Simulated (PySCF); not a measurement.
PySCF 2.14 output of an unrestricted CAM-B3LYP calculation on a single atom or ion in aug-cc-pVDZ-PP with ECP60MDF (5s5p4d2f, 54 functions), with scalar relativity through the core potential:

```
SCF conv_tol = 1e-09
number electrons alpha = 11  beta = 8
    T. Yanai, D. P. Tew, and N. C. Handy.,  Chem. Phys. Lett. 393, 51 (2004)
cycle= 1 E= -152.664536431335  delta_E= -0.00756  |g|= 0.0193  |ddm|= 0.29
cycle= 2 E= -152.664688359347  delta_E= -0.000152  |g|= 0.00856  |ddm|= 0.0596
cycle= 3 E= -152.664709663263  delta_E= -2.13e-05  |g|= 0.00238  |ddm|= 0.00989
cycle= 4 E= -152.664711645758  delta_E= -1.98e-06  |g|= 8.64e-05  |ddm|= 0.00425
cycle= 5 E= -152.664711654881  delta_E= -9.12e-09  |g|= 9.22e-06  |ddm|= 0.000646
cycle= 6 E= -152.66471165506  delta_E= -1.79e-10  |g|= 1.34e-06  |ddm|= 0.000151
converged SCF energy = -152.66471165506  <S^2> = 3.7505418  2S+1 = 4.0002709
```

The run itself started from symmetry-adapted Hartree-Fock orbitals and held the occupation by maximum overlap, on a logarithmic radial grid, so the iterations belong to that start.

**Question.** Which element, charge and spin multiplicity is this?

**Answer.** Hg⁺ (mercury, charge +1), multiplicity 4; the state was [Xe] 4f14 5d9 6s1 6p1, one real determinant (an excited configuration).

⟨L²⟩ = 8.01 against 12 for a pure F term, so this real determinant mixes terms. Energies and moments cover only the electrons outside the core potential. Spin-orbit coupling, absent here, splits the open shell strongly.
